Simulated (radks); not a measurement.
Task: Neutral magnesium, [Ne] 3s2. Method: non-relativistic Kohn-Sham, PBE, spin-polarised, spherical densities, point nucleus; computed with a radial shooting solver on a logarithmic mesh with Libxc functionals. Every spin shell is full or empty, so the densities are truly spherical. Functionals are evaluated on that one density, not self-consistently. Rank these orbital-free kinetic functionals by their error against the exact value of the orbitals, and give that value: Thomas-Fermi, von Weizsacker, TF + vW/5, LC94, APBEK, revAPBEK, Perdew 92, Thakkar, Pearson, LKT, DePristo-Kress.

Result: Exact: 199.594 hartree. From best to worst, with 100 (|E| - |E exact|)/|E exact| (equal figures are ties): Thakkar -0.03, LC94 +0.07, DePristo-Kress -0.12, APBEK +0.21, Perdew 92 -0.55, revAPBEK +0.64, Pearson -1.99, TF + vW/5 +5.33, Thomas-Fermi -7.92, von Weizsacker -33.74, LKT +34.10.
